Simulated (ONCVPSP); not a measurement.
# Mo, ONCV: configuration errors across variants

Mo (Z = 42), optimised norm-conserving Vanderbilt (ONCV), made with ONCVPSP 4.0.1 (LDA (Perdew-Wang 92), scalar-relativistic). Core [Ar] 3d10 4s2, reference 4p6 4d5.5 5s0.5. Waves: 5s: rc 2.35 bohr, ncon 4, nbas 8, qcut 2.3 1/bohr, 2 projectors, debl 3.5 Ha; 4p: rc 2.05 bohr, ncon 4, nbas 7, qcut 6.1 1/bohr, local; 4d: rc 2.45 bohr, ncon 4, nbas 7, qcut 6.2 1/bohr, 2 projectors, debl 3.2 Ha; f scattering state at 0.36 Ha: rc 2.15 bohr, ncon 4, nbas 8, qcut 5.3 1/bohr, 2 projectors, debl 0.7 Ha. Local part: the p channel. Core correction: Teter function, fcfact 5.5, rcfact 1.2.

All-electron excitation energies from the reference (eV): (1) 4p6 4d5 5s1 -0.308; (2) 4p6 4d5 5s0 6.870; (3) 4p6 4d4 5s0 22.572; (4) 4p5 4d5 5s1 43.786.

Errors AE − PS in meV (a dash: test not solved or not reliable):

| change | (1) | (2) | (3) | (4) | bound ghosts | GHOST(+) flags above zero |
| --- | --- | --- | --- | --- | --- | --- |
| base | -1.1 | +0.1 | +23 | -193 | none | s, f |
| core correction Teter function, fcfact 5.5, rcfact 0.96 | -1.1 | +0.1 | +23 | -186 | none | s, f |
| core correction Teter function, fcfact 5.5, rcfact 1.12 | -1.1 | +0.1 | +23 | -190 | none | s, f |
| core correction Teter function, fcfact 5.5, rcfact 1.3 | -1.1 | +0.1 | +22 | -196 | none | s, f |
| core correction Teter function, fcfact 5.5, rcfact 1.52 | -1.4 | 0.0 | +21 | -202 | none | s, f |
| core correction Teter function, fcfact 5.5, rcfact 1.68 | -1.7 | -0.1 | +18 | -207 | none | s, f |
| core correction Teter function, fcfact 5.5, rcfact 2.02 | -2.9 | -1.5 | -5.5 | -218 | none | s, f |

Question: Give the same row for: core correction Teter function, fcfact 5.5, rcfact 1.82.

Answer: -2.1, -0.3, +12, -212; bound ghosts: none; GHOST(+) flags above zero: s, f.
